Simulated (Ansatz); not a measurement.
CH₅NOSi₂, SMILES `C1=N[SiH2]O[SiH2]1` at its PBE0-D4/def2-TZVP geometry, where that method's forces vanish. The species carries charge 0 and has multiplicity 1.

| atom | x (Å) | y (Å) | z (Å) |
| --- | --- | --- | --- |
| C1 | 0.246 | 0.906 | 0.983 |
| N2 | 0.842 | 1.234 | -0.095 |
| Si3 | 0.559 | 0.094 | -1.406 |
| O4 | -0.430 | -1.039 | -0.706 |
| Si5 | -0.774 | -0.709 | 0.875 |
| H6 | 0.355 | 1.549 | 1.866 |
| H7 | -0.120 | 0.768 | -2.537 |
| H8 | 1.836 | -0.513 | -1.846 |
| H9 | -0.285 | -1.782 | 1.777 |
| H10 | -2.229 | -0.508 | 1.089 |

Question: For each bond, give half the difference of the two atoms' forces along it (eV/Å; positive pushes the atoms apart) under PBE-D4, r2SCAN-D4, B3LYP-D4, ωB97M-V in def2-TZVPP. (Estimate.)

Answer: The calculation gave: 
```csv
bond,length (Å),PBE-D4,r2SCAN-D4,B3LYP-D4,ωB97M-V
C1–N2,1.275,0.64,0.35,0.14,0.08
C1–Si5,1.912,-0.11,-0.03,0.14,0.06
C1–H6,1.098,-0.03,-0.08,-0.15,-0.10
N2–Si3,1.760,0.06,-0.02,0.10,0.10
Si3–O4,1.659,0.31,0.05,0.16,0.15
Si3–H7,1.481,0.00,-0.04,-0.16,-0.19
Si3–H8,1.481,0.00,-0.04,-0.16,-0.19
O4–Si5,1.652,0.38,0.06,0.14,0.12
Si5–H9,1.485,0.01,-0.04,-0.14,-0.17
Si5–H10,1.485,0.01,-0.04,-0.14,-0.17
```

B3LYP here is the variant with VWN-RPA as its local correlation; programs differ in this.

Computed with Ansatz.
